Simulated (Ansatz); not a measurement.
`CO[SiH2]CN` + `C#CCOC` → `C#C[SiH2]CN` + `COCOC`  (formal exchange of groups at the Si–O bond)

Calculated with Ansatz (gas phase, PBE0-D4/def2-TZVP geometries, no zero-point term in ΔE). CCSD(T)/CBS is the MP2 limit (def2-TZVPP, def2-QZVPP) plus CCSD(T) − MP2 in def2-TZVPP, frozen cores. Functionals use def2-TZVPP. B3LYP here is the variant with VWN-RPA as its local correlation; programs differ in this. Each species was taken in one conformer, which may not be the lowest.

`CO[SiH2]CN`:

Z-matrix (Å, degrees):
```
C
O 1 1.411
H 1 1.094 2 111.4
H 1 1.091 2 108.1 3 120.1
H 1 1.097 2 111.1 3 -121.0
Si 2 1.640 1 123.7 3 61.4
C 6 1.877 2 113.1 1 -67.5
H 6 1.496 2 109.9 1 52.6
H 6 1.484 2 106.1 1 171.8
N 7 1.461 6 110.4 2 68.5
H 7 1.096 6 106.9 2 -49.7
H 7 1.103 6 109.2 2 -164.2
H 10 1.012 7 111.4 6 -179.2
H 10 1.012 7 110.7 6 62.0
```

`C#CCOC`:

Cartesian coordinates in Å:
```
C -1.534 2.164 -1.149
C -1.069 1.170 -0.665
C -0.535 -0.046 -0.079
O 0.849 0.075 0.123
C 1.390 -1.087 0.690
H -1.942 3.048 -1.579
H -1.048 -0.245 0.876
H -0.756 -0.897 -0.743
H 0.945 -1.303 1.671
H 2.459 -0.919 0.815
H 1.240 -1.961 0.040
```

`C#C[SiH2]CN`:

Cartesian coordinates in Å:
```
C 1.293 -1.152 2.120
C 1.191 -0.740 0.990
Si 0.972 -0.100 -0.711
C -0.855 0.248 -0.973
N -1.343 1.151 0.059
H 1.394 -1.518 3.116
H 1.786 1.131 -0.857
H 1.448 -1.132 -1.669
H -0.949 0.734 -1.951
H -1.393 -0.711 -1.049
H -1.215 0.747 0.978
H -2.330 1.340 -0.053
```

`COCOC`:

```xyz
13

C    -1.561    0.507    0.892
O    -0.188    0.312    1.138
C     0.326   -0.819    0.511
O     0.354   -0.730   -0.878
C     1.267    0.233   -1.354
H    -1.868    1.385    1.460
H    -2.147   -0.359    1.228
H    -1.763    0.674   -0.171
H    -0.286   -1.702    0.734
H     1.339   -0.942    0.915
H     1.241    0.190   -2.442
H     2.286    0.011   -1.011
H     1.000    1.242   -1.025
```

Q: Is it downhill or uphill in electronic energy at CCSD(T)/CBS, and by how much? (Best estimate.)

A: Ansatz gave: Uphill: ΔE = +0.61 eV.

Q: What do these levels give: PBE-D4, PBE0-D4, B3LYP-D4, ωB97X-V, B2PLYP, B3LYP, CCSD/def2-TZVPP, CCSD(T)/def2-TZVPP, MP2/def2-QZVPP, SCS-MP2/def2-QZVPP, MP2/CBS(def2), CCSD/CBS(def2)? (An estimate is asked.)

A: The calculation gave: PBE-D4 0.56, PBE0-D4 0.60, B3LYP-D4 0.64, ωB97X-V 0.60, B2PLYP 0.64, B3LYP 0.65, CCSD/def2-TZVPP 0.62, CCSD(T)/def2-TZVPP 0.58, MP2/def2-QZVPP 0.64, SCS-MP2/def2-QZVPP 0.64, MP2/CBS(def2) 0.65, CCSD/CBS(def2) 0.64 eV.

Largest T1 diagnostic among the species: 0.011.

In def2-TZVPP, CCSD(T) changes the Hartree–Fock value by −0.10 eV (the triples alone add −0.03 eV) and MP2 by −0.06 eV. From PBE to PBE0 (25 % exact exchange), in def2-TZVPP and without D4, ΔE moves by +0.04 eV.
